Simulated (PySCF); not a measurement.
# Single point on BrCl

State: ³Π (triplet), unpaired electrons σ ↑, π ↑, a second solution, started from another occupation.

An equivalent input (the run itself took its basis sets from the Basis Set Exchange, started from a PBE0 density and held the occupation σ 10α 9β, πx 5α 4β, πy 5α 5β, δx 1α 1β, δy 1α 1β):

```python
from pyscf import gto, dft
mol = gto.M(atom='Br 0 0 0; Cl 0 0 2.137', basis={'Br': 'cc-pVTZ-PP', 'Cl': 'cc-pV(T+d)Z'}, ecp={'Br': 'cc-pVTZ-PP'},
            charge=0, spin=2, verbose=4, symmetry='C2v')
mf = dft.UKS(mol, xc='PBE0')
mf.grids.atom_grid = (80, 434)
mf.grids.prune = dft.gen_grid.treutler_prune
mf.irrep_nelec = {'A1': (11, 10), 'A2': (1, 1), 'B1': (5, 4), 'B2': (5, 5)}
mf.conv_tol = 1e-9
mf.max_cycle = 60
mf.diis_space = 10
mf.kernel()
```

The log (some set-up lines and the per-cycle HOMO/LUMO lines removed):

```
******** <class 'pyscf.dft.uks_symm.SymAdaptedUKS'> ********
method = SymAdaptedUKS
damping factor = 0
level_shift factor = 0
DIIS = <class 'pyscf.scf.diis.CDIIS'>
diis_start_cycle = 1
diis_space = 10
diis_damp = 0
SCF conv_tol = 1e-09
SCF conv_tol_grad = None
SCF max_cycles = 60
number electrons alpha = 22  beta = 20
Set gradient conv threshold to 3.16228e-05
init E= -876.773968729647
cycle= 1 E= -876.783908921524  delta_E= -0.00994  |g|= 0.00822  |ddm|= 0.115
cycle= 2 E= -876.783926016019  delta_E= -1.71e-05  |g|= 0.00711  |ddm|= 0.0338
cycle= 3 E= -876.783943112049  delta_E= -1.71e-05  |g|= 0.00277  |ddm|= 0.0132
cycle= 4 E= -876.783946910596  delta_E= -3.8e-06  |g|= 0.000808  |ddm|= 0.00503
cycle= 5 E= -876.783947324973  delta_E= -4.14e-07  |g|= 0.000265  |ddm|= 0.00179
cycle= 6 E= -876.783947370741  delta_E= -4.58e-08  |g|= 6.12e-05  |ddm|= 0.000414
cycle= 7 E= -876.783947373479  delta_E= -2.74e-09  |g|= 1.71e-05  |ddm|= 0.000136
cycle= 8 E= -876.783947373851  delta_E= -3.72e-10  |g|= 1.14e-05  |ddm|= 5.78e-05
Extra cycle  E= -876.783947373791  delta_E= 6e-11  |g|= 1.66e-05  |ddm|= 4.57e-05
converged SCF energy = -876.783947373791  <S^2> = 2.0058186  2S+1 = 3.0038765
```

Repeating this along the bond gives Re = 2.493 Å and ωe = 276 cm⁻¹.

A point of this curve took 2.1 CPU seconds beside 0.99 for the integrals, on Arm Neoverse V1 (shared host).

Spin–orbit coupling is left out.
